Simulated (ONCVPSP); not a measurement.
**LDA (Perdew-Zunger) ONCV dataset for lanthanum, scalar-relativistic all-electron reference.**

* Element: La
* Generator: ONCVPSP 4.0.1
* Type: optimised norm-conserving Vanderbilt (ONCV)
* Functional: LDA (Perdew-Zunger)
* Relativity: scalar-relativistic
* Frozen core: [Kr] 4d10 5s2
* Valence charge: 9
* Reference configuration: 5p6 5d1 6s1.75 6p0.25
* Partial waves: 6s: rc 3.05 bohr, ncon 4, nbas 7, qcut 1.9 1/bohr, 2 projectors, debl 0.7 Ha; 5p+6p: rc 3.45 bohr, ncon 4, nbas 7, qcut 4.1 1/bohr, 2 projectors; 5d: rc 3.25 bohr, ncon 4, nbas 8, qcut 4.1 1/bohr, 2 projectors, debl 0.5 Ha; f scattering state at 0.1 Ha: rc 3.35 bohr, ncon 3, nbas 7, qcut 3.4 1/bohr, 2 projectors, debl 2 Ha
* Local potential: polynomial inside 1.95 bohr (lpopt 5, dvloc0 0 Ha)
* Core correction: none

All-electron outer shells of the reference configuration (LDA (Perdew-Zunger), scalar-relativistic, ld1.x):

| shell | level (eV) | outermost node (bohr) | outermost maximum (bohr) |
| --- | --- | --- | --- |
| 5s | -39.35 | 0.77 | 1.41 |
| 5p | -22.76 | 0.83 | 1.58 |
| 6s | -3.99 | 1.86 | 3.74 |
| 5d | -3.44 | 0.95 | 2.24 |
| 6p | -1.56 | 2.20 | 4.93 |

Question: Does this generation succeed?

Answer: No. ONCVPSP 4.0.1 stopped with "optimize: ERROR ps0norm > uunorm, code will stop": the continuity conditions at rc already need more norm inside rc than the all-electron wave has, so norm conservation cannot be met. It happened in the s channel.
